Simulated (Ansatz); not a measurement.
A made-up structure of AlSiH3SO, singlet:

```tsv
atom	x (Å)	y (Å)	z (Å)
Si1	-0.6708	1.0020	-0.5302
Al2	0.6174	-0.7940	0.4799
O3	0.7392	-2.5005	0.6323
S4	2.0891	-1.8069	1.6022
H5	-1.7222	0.4323	-1.4104
H6	0.5792	0.7255	0.4716
H7	0.2440	1.8612	-1.3244
```

It is relaxed with PBE-D4/def2-SVP and then PBE0-D4/def2-TZVP (Ansatz 0.2.0). Atoms count as bonded within 1.22 times the sum of their covalent radii (H–H: 0.88 Å). The end point is not checked to be a true minimum.

Task: Does its bonding change? (Judge from chemistry; the calculation decides.)

Result: Computed: Yes. Formed: none; broken: Al2–H6.

Where it ends: The first stage lowers the energy by 3.56 eV in 14 steps. It ends as AlSiH₃SO ([SiH3][Al]1[O][S]1):
| atom | x (Å) | y (Å) | z (Å) |
| --- | --- | --- | --- |
| Si1 | -0.3642 | 0.9135 | -0.4527 |
| Al2 | 0.8492 | -1.0122 | 0.3976 |
| O3 | 0.8729 | -2.7284 | 0.4609 |
| S4 | 2.3166 | -2.1665 | 1.3803 |
| H5 | -1.6534 | 0.4780 | -1.0466 |
| H6 | -0.6146 | 1.8556 | 0.6678 |
| H7 | 0.4695 | 1.5794 | -1.4863 |

Labels in which every atom is bracketed show which atoms are joined, not bond orders.

For scale, one of the runs: PBE0-D4/def2-TZVP relaxation, 160 basis functions, launched by `ansatz run in.yaml --threads 2 --pin off --events-out ev --progress --plain --max-ram 4352MiB`. Hardware: 2 CPU threads of an Intel Xeon 6975P-C, shared host. Wall time about 16 s.
